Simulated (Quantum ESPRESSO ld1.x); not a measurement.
Values are calculated unless marked as measured or tabulated.
Species: Co I. Configuration: [Ar] 3d6.5 4s2 4d0.5 (fractional occupations, a model configuration). Level of theory: scalar-relativistic Kohn-Sham, LDA (Slater exchange, Perdew-Zunger correlation), spin-polarised, spherical densities, point nucleus; open shells are filled with parallel spins first (ld1.x of Quantum ESPRESSO 7.5).

Normalised radial functions P(r) = r R(r), r in bohr:

| r | 5s up | 4d down |
|---|---|---|
| 0.003553 | 0.0081 | 0.0000 |
| 0.005789 | 0.0123 | 0.0000 |
| 0.009355 | 0.0177 | 0.0000 |
| 0.01524 | 0.0240 | 0.0000 |
| 0.02483 | 0.0283 | 0.0001 |
| 0.04012 | 0.0252 | 0.0003 |
| 0.06536 | 0.0067 | 0.0011 |
| 0.1065 | -0.0273 | 0.0035 |
| 0.1721 | -0.0494 | 0.0093 |
| 0.2803 | -0.0129 | 0.0199 |
| 0.4567 | 0.0659 | 0.0313 |
| 0.738 | 0.0575 | 0.0325 |
| 1.202 | -0.0766 | 0.0168 |
| 1.958 | -0.1530 | -0.0150 |
| 3.165 | -0.0098 | -0.0631 |
| 5.156 | 0.2470 | -0.1255 |
| 8.399 | 0.3480 | -0.2049 |
| 13.57 | 0.2182 | -0.2696 |
| 22.11 | 0.0384 | -0.1651 |
| 36.02 | 0.0008 | -0.0236 |

5s up (empty): eigenvalue -1.241 eV, 4 radial nodes at r = 0.0729, 0.305, 0.937, 3.23 bohr, <r> = 9.54 bohr, 90 % of the charge inside 14.3 bohr. 4d down (empty): eigenvalue -0.350 eV, 1 radial node at r = 1.60 bohr, <r> = 15.0 bohr, 90 % of the charge inside 22.4 bohr.
